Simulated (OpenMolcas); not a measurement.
Mo3+ among 4 point charges of -2 e arranged as a square (D4h).

```
Program             : OpenMolcas 26.06
Method              : SS-CASPT2, IPEA 0.25 Eh, imaginary shift 0.1 Eh (closed shells correlated: 4s 4p)
Basis               : ANO-RCC-VDZP [6s5p3d1f]
Scalar Hamiltonian  : DKH2, point nucleus
Active space        : 3 electrons in 5 orbitals (4d)
State averaging     : 2S+1 = 4 even, 10 roots; 2S+1 = 2 even, 40 roots
Spin-orbit coupling : state interaction with AMFI integrals over the reference wave functions
```

All point charges move together. At R = 1.96 Å the first state of the same spin is 11500 cm-1, and at R = 2.28 Å it is 5490 cm-1.

Question: A third run gives 7380 cm-1. What distance was it run at?

Answer: With a power law R^-n the two known points give n = -ln(5490 / 11500) / ln(2.28 / 1.96) = 4.89. Then R = 1.96 × (11500 / 7380)^(1/4.89) = 2.146 Å. The run was at 2.16 Å, so the estimate is off by -0.014 Å.

Free-ion shares, where given, are those of the reference states; single-state CASPT2 does not remix them. Point charges carry no covalency, so the field is a model and not that of real ligands. No measured value stands beside these numbers.
